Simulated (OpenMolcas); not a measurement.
Predicting a hybrid from its neighbours: C2H7NSi

C2H7NSi: 11 atoms, total charge 0, spin state singlet. As SMILES, `NC1C[SiH2]1`. Geometry: relaxed at PBE0-D4/def2-TZVP. This is one conformer, not always the lowest.

The HOMO–LUMO gap y, in eV, basis def2-SVP; a is the functional's share of exact exchange. Programs: OpenMolcas 26.06.

| functional | program | a | y (eV) |
| --- | --- | --- | --- |
| r2SCAN | OpenMolcas | 0 | 5.37 |
| revPBE | OpenMolcas | 0 | 4.90 |
| B3LYP | OpenMolcas | 0.2 | 6.60 |
| PBE0 | OpenMolcas | 0.25 | ? |
| BHLYP | OpenMolcas | 0.5 | 9.11 |

Q: Fit y = c + s·a to the known rows and predict PBE0.

A: 
1. Means of the 4 rows: a = 0.1750, y = 6.495.
2. Σ(Δa)² = 0.1675, Σ(Δa·Δy) = 1.3285, so the slope is 1.3285/0.1675 = 7.9313.
3. Intercept: 6.495 − (7.9313) × 0.1750 = 5.107. The largest residual of the fit is 0.26.
4. PBE0: 5.107 + (7.9313) × 0.25 = 7.09 eV.

The run gave 7.03 eV, so the prediction is off by +0.06 eV, within the scatter of the fit. Exact exchange lowers occupied levels and raises empty ones. The rows mix families of semi-local functionals, which the line can't see.
